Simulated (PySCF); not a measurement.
SMILES C=C(CC#CC)C(=O)O, C$_{7}$H$_{8}$O$_{2}$

Geometry:
```tsv
atom	x (Å)	y (Å)	z (Å)
C1	-1.822	-1.825	-0.525
C2	-1.392	-0.670	-0.028
C3	-0.494	-0.551	1.173
C4	0.818	-0.090	0.749
C5	1.881	0.293	0.349
C6	3.170	0.761	-0.111
C7	-1.785	0.589	-0.710
O8	-2.338	0.649	-1.780
O9	-1.478	1.688	-0.005
H10	-1.568	-2.771	-0.078
H11	-2.447	-1.842	-1.402
H12	-0.910	0.173	1.879
H13	-0.402	-1.522	1.666
H14	3.048	1.333	-1.030
H15	3.829	-0.085	-0.305
H16	3.626	1.400	0.645
H17	-1.744	2.481	-0.496
```

Computed, not measured: GIAO revPBE/3-21G magnetisability, rotational g tensor and spin-rotation constants, non-relativistic, gas phase (PySCF 2.14.0). Geometry: GFN2-xTB.

Question: What are the magnetisability and the molar susceptibility?

Answer: Isotropic -1262 × 10⁻³⁰ J/T², or -76.0 × 10⁻⁶ cm³/mol; principal values -1542, -1154, -1090 × 10⁻³⁰ J/T², anisotropy 424 × 10⁻³⁰ J/T² (root of half the summed squared differences of the principal values). The susceptibility is in cgs units.

Question: Split it along the inertial axes a, b, c into diamagnetic and paramagnetic parts about the centre of mass, with the quadrupole moment.

Answer: 
| axis | χ (10⁻⁶ cm³/mol) | diamagnetic (10⁻⁶ cm³/mol) | paramagnetic (10⁻⁶ cm³/mol) | summed x² of all electrons (Å²) | quadrupole Θ (D Å) |
| --- | --- | --- | --- | --- | --- |
| a | -83.2 | -585.0 | 501.9 | 262.8 | -2.36 |
| b | -68.0 | -1312.0 | 1244.0 | 91.4 | +7.84 |
| c | -76.9 | -1502.7 | 1425.8 | 46.5 | -5.48 |

Anisotropies 2χaa − χbb − χcc = -21.4 and 2χbb − χaa − χcc = +24.0 × 10⁻⁶ cm³/mol. Θ is traceless in Buckingham's convention.

Question: And the rotational g tensor?

Answer: 
```csv
axis,rotational constant (GHz),g,nuclear part,electronic part
a,2.5112,-0.0034,0.5887,-0.5921
b,0.9900,-0.0112,0.5674,-0.5786
c,0.8534,-0.0029,0.5687,-0.5716
```
Asymmetric top; isotopes 12C, 1H, 16O; no vibrational averaging.
